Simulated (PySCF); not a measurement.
Bond curve of FeSi

Set-up: PySCF, no relativity, basis sets Fe def2-TZVPP, Si def2-TZVPP. Energies in eV from Fe (3d6 4s2) + Si in their ground configurations at the same level. State: triplet, unpaired electrons σ ↑, δ ↑.

Curves on a restricted Hartree–Fock reference rise too fast on stretching and do not dissociate correctly.

```tsv
R (Å)	ROHF-CCSD
2.036	-0.4538
2.126	-0.5437
2.194	-0.5671
2.262	-0.5601
2.330	-0.5264
2.420	-0.4450
2.533	-0.2959
```

Correlated steps freeze 10 core orbitals. The CCSD T1 diagnostic is raised, a sign that a single reference may not be enough here. The state is the lowest single determinant that the PBE0 search found; with open d or f shells the true ground state can be another one.
